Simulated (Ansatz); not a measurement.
C₃H₄BCl, relaxed with RKS PBE0-D4/def2-TZVP in Ansatz 0.2.0 from a PBE-D4/def2-SVP geometry. The force threshold is 0.005 eV/Å; the program also tests the step.

Total charge 0; spin multiplicity 1. The bonds changed during the relaxation, so this is another structure than the one it started from.

Start:

```xyz
9

B    -0.142    1.084   -0.964
C    -0.174   -0.058    0.130
Cl    1.703    0.651   -1.349
C    -0.295   -1.416    0.494
C     0.106   -0.532    1.430
H    -0.234    2.204   -0.481
H    -0.856    0.837   -1.925
H    -0.536   -2.447    0.208
H     0.427   -0.323    2.457
```

(1) How much energy does the relaxation release, and in how many steps? (An estimate is asked.)

(2) Which bonds change most? (Estimate.)

(3) Give the relaxed structure. (Estimate.)

Results:

(1) Computed: 0.06 eV, in 5 steps.

(2) Ansatz gave: B1–Cl3 from 1.934 to 1.907 Å; C2–C5 from 1.412 to 1.386 Å; C2–C4 from 1.412 to 1.386 Å; B1–H7 from 1.223 to 1.203 Å.

(3) The calculation gave: 
```xyz
9

B    -0.117    1.064   -0.956
C    -0.168   -0.072    0.141
Cl    1.702    0.705   -1.399
C    -0.303   -1.404    0.498
C     0.093   -0.531    1.422
H    -0.228    2.159   -0.470
H    -0.838    0.818   -1.887
H    -0.546   -2.417    0.217
H     0.404   -0.321    2.433
```
